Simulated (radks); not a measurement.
Q: All-electron calculation, non-relativistic Kohn-Sham, LDA (Slater exchange, Perdew-Wang correlation), spin-polarised, spherical densities, point nucleus. Program: a radial shooting solver on a logarithmic mesh with Libxc functionals. Response by self-consistent Sternheimer equations with the Hartree and adiabatic LDA kernel. For heavy and open-shell atoms this level of theory can miss by tens of per cent. Rank Te4+, Ba8+, I5+, Sb3+, Cd, In+, Cs7+, Sn2+, Xe6+ (NIST ground configurations) by static dipole polarisability, largest first.

A: Cd 52.80, In+ 26.33, Sn2+ 16.55, Sb3+ 11.56, Te4+ 8.583, I5+ 6.641, Xe6+ 5.293, Cs7+ 4.315, Ba8+ 3.582 bohr^3.
